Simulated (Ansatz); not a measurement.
Cost and result up the ladder for Cd₁₃Te₁₃H₃₀ (56 atoms). Total charge 0; singlet. Geometry: PBE-D4/def2-SVP.

Cartesian coordinates in Å:
```
Cd -3.901 -0.432 0.900
Cd -2.555 2.993 -3.022
Cd -3.093 4.888 0.796
Cd -0.957 1.875 3.433
Cd -0.726 6.004 -1.276
Cd -2.457 -3.900 -4.120
Cd -3.543 -4.524 -1.024
Cd -0.553 -2.599 3.020
Cd 0.673 -4.558 -1.835
Cd 0.592 0.127 -0.807
Cd 4.153 2.053 1.767
Cd 5.568 -1.591 2.162
Cd 3.391 -1.059 4.635
Te -3.742 2.347 -0.463
Te -3.813 -1.671 -1.752
Te -2.881 0.412 -4.588
Te -1.062 -0.226 1.440
Te 0.174 2.763 -1.869
Te -0.373 4.167 1.704
Te 2.088 1.358 3.673
Te 3.007 4.506 0.394
Te -0.081 -1.846 -2.782
Te -1.058 -4.285 0.468
Te 2.328 -2.894 2.573
Te 3.442 -4.154 -0.656
Te 3.332 -0.184 -0.005
H -5.164 -0.586 2.030
H -2.842 4.360 -4.015
H -4.109 5.972 1.630
H -2.393 5.561 -1.038
H -1.779 1.937 4.921
H 0.752 6.730 -1.606
H -2.580 -3.179 -5.631
H -4.870 -5.557 -0.754
H -2.427 -4.939 -2.723
H -1.402 -3.138 4.392
H 0.688 -5.800 -3.015
H 5.837 2.225 2.042
H 6.373 -2.573 1.063
H 3.734 -1.538 6.234
H 5.042 -0.575 3.475
H -5.329 2.765 -0.838
H -5.481 -1.833 -1.917
H -4.535 0.717 -4.678
H -2.680 1.356 -5.991
H 0.993 2.602 -3.330
H -0.437 5.323 2.926
H 2.615 2.329 4.943
H 3.278 5.377 1.810
H 4.605 4.863 -0.073
H 1.217 -1.635 -3.832
H -1.026 -5.892 0.968
H 2.521 -4.215 3.598
H 3.315 -5.661 0.086
H 4.036 -4.942 -2.044
H 4.091 0.376 -1.398
```

Ansatz on 11 threads of AMD EPYC 7R13 on a shared host and a whole NVIDIA H100 80GB HBM3. Times are rough, and most runs start from the orbitals of an earlier one. PBE0-D4/def2-TZVP serves as the yardstick here, not as an exact answer. Differences are given only for rows in sets of like size (and for xTB, whose basis is part of the method), since another set adds its own error. Binding counts from free atoms at the same level (Cd singlet, Te triplet, H doublet; other spins of the atoms weren't run), without zero-point energy or a counterpoise term.

In the def2 sets Cd, Te take a core potential; there is no spin–orbit coupling. Single mean-field runs in def2-SVP, def2-TZVP are fitted with def2-universal-jkfit.

```json
{"level": "PBE-D4/def2-SVP", "functions": "891", "wall time": "6 s", "binding energy per atom (eV)": "1.86", "difference from PBE0-D4/def2-TZVP (eV)": "–"}
{"level": "PBE-D4/def2-TZVP", "functions": "1350", "wall time": "8 s", "binding energy per atom (eV)": "1.85", "difference from PBE0-D4/def2-TZVP (eV)": "0.00"}
{"level": "PBE0-D4/def2-SVP", "functions": "891", "wall time": "9 s", "binding energy per atom (eV)": "1.85", "difference from PBE0-D4/def2-TZVP (eV)": "–"}
{"level": "r2SCAN-D4/def2-TZVP", "functions": "1350", "wall time": "10 s", "binding energy per atom (eV)": "1.86", "difference from PBE0-D4/def2-TZVP (eV)": "0.01"}
{"level": "PBE0-D4/def2-TZVP (with forces)", "functions": "1350", "wall time": "21 s", "binding energy per atom (eV)": "1.85", "difference from PBE0-D4/def2-TZVP (eV)": "0.00"}
```
